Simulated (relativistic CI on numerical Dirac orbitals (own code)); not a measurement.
# Spin-allowed bands of a d7 ion in an octahedral site, by hand

Problem. Take Δ = 9650 cm⁻¹ and B = 610 cm⁻¹ for a high-spin d7 ion in an octahedral site. Calculate the three spin-allowed bands.

Working.
1. The terms of highest spin are 4F (energy 0) and 4P (15B = 9150 cm⁻¹). Here the F term splits into A2 at +1.2Δ = 11580, T2 at +0.2Δ = 1930 and T1 at −0.6Δ = -5790 cm⁻¹.
2. The two T1 states mix through the element 0.4Δ: H = [[-5790, 3860], [3860, 9150]], with roots ½(H₁₁ + H₂₂) ∓ ½√[(H₂₂ − H₁₁)² + 4H₁₂²] = ½(3360) ∓ ½(16817) = -6728 and 10088 cm⁻¹.
3. The ground term is 4T1 at -6728 cm⁻¹.
4. Bands: 4T2 8658 cm⁻¹ (1155 nm), 4T1(P) 16817 cm⁻¹ (595 nm), 4A2 18308 cm⁻¹ (546 nm).

Check. Exact diagonalisation of the whole d7 shell with these parameters gives 4T2 8658, 4T1 16817, 4A2 18308 cm⁻¹. The match is exact, since without spin-orbit coupling no other term has this spin. The ratio of the second band to the first, 1.942, depends on Δ/B = 15.8 alone, which is how a Tanabe-Sugano diagram is read.
